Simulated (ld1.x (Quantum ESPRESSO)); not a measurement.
**Reading a pseudo-wave (ruthenium (Ru))**

Columns: radius, all-electron u(r) and pseudo u(r) of the 4d shell (level -12.80 eV) of ruthenium in the configuration [Ar] 3d10 4s2 4p6 4d7 5s0 5p0; LDA (PZ), scalar-relativistic, PAW scheme, ld1.x (Quantum ESPRESSO) 7.5.

```csv
r (bohr),all-electron,pseudo
0.105,0.1768,-0.0029
0.210,0.3847,-0.0225
0.315,0.3459,-0.0709
0.420,0.1474,-0.1530
0.525,-0.0988,-0.2649
0.630,-0.3285,-0.3951
0.735,-0.5144,-0.5277
0.840,-0.6505,-0.6462
0.945,-0.7407,-0.7379
1.050,-0.7929,-0.7963
1.155,-0.8159,-0.8223
1.260,-0.8175,-0.8223
1.365,-0.8039,-0.8055
1.470,-0.7799,-0.7800
1.575,-0.7493,-0.7493
1.680,-0.7145,-0.7145
1.785,-0.6775,-0.6775
1.890,-0.6395,-0.6395
1.995,-0.6016,-0.6016
2.100,-0.5643,-0.5643
2.205,-0.5281,-0.5281
2.310,-0.4932,-0.4932
2.415,-0.4599,-0.4599
2.520,-0.4282,-0.4282
2.625,-0.3981,-0.3981
2.730,-0.3698,-0.3698
```

**Question.** How many radial nodes do the two functions have?

**Answer.** The all-electron 4d function has n − l − 1 = 1; the pseudo-wave has 0, since the states of the same l below it are removed with the core.

**Question.** At about which radius was the pseudo-wave matched?

**Answer.** 1.50 bohr, where the columns begin to agree (steps of 0.10 bohr).

**Question.** Where does each function peak?

**Answer.** Outermost all-electron maximum near 1.26 bohr, pseudo maximum near 1.16 bohr (to the table’s step).

**Question.** Is the pseudo-wave norm-conserving?

**Answer.** No, it belongs to a PAW set: the norm inside the radius is not constrained, and the difference is carried by the augmentation charge.
